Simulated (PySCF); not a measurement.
Stationary points of GeOCl

Level of theory: PBE0/[Ge def2-TZVP, O def2-TZVP, Cl def2-TZVP], no relativity, density fitting, PySCF.

Relaxations began from a few typed shapes; open shells are unrestricted. The search is not exhaustive: other isomers or separated fragments can lie lower, and high-lying points may rest on an excited occupation.

```tsv
spin	group	bonds	angles	imaginary modes (cm⁻¹)	ΔE (kJ/mol)	ΔE with ZPE (kJ/mol)
doublet	Cs	Ge–Cl 2.167 Å, Ge–O 1.660 Å	Cl–Ge–O 119.4°	none	0.0	0.0
doublet	C∞v	Ge–Cl 2.315 Å, Ge–O 1.642 Å	Cl–Ge–O 180.0°	208i, 208i	66.6	–
```

The lowest minimum found is the doublet Cs: Ge–Cl 2.167 Å, Ge–O 1.660 Å; Cl–Ge–O 119.4°.
